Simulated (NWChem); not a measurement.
System: C2H7GeN; SMILES C=[CH][GeH2][NH2]

```xyz
11

Ge     0.3646     0.4053    -0.0041
N     -0.9163     1.7559     0.1361
C     -0.3094    -1.3655    -0.4997
C     -0.2609    -2.4163     0.3261
H      1.3706     0.9136    -1.0673
H      1.0307     0.2765     1.3881
H     -1.6654     1.5078     0.7793
H     -1.3435     1.9733    -0.7619
H     -0.7497    -1.4974    -1.4896
H      0.1676    -2.3451     1.3250
H     -0.6399    -3.3991     0.0461
```
Atoms are numbered in this order, from 1.

Results from NWChem. The geometry was optimised at B3LYP/6-31G* (spherical d). B3LYP is NWChem's, with the RPA form of VWN correlation. Vertical excitations in the gas phase; the lowest state need not have the same character in each row.

For level B3LYP/def2-SVP, TDA:

```yaml
lowest excitation, singlet (eV): 5.39
orbital gap (eV): 6.24
```

What are these values for level PBE/def2-SVP, TDA?


* **lowest excitation, singlet (eV)**: 4.52
* **orbital gap (eV)**: 4.28
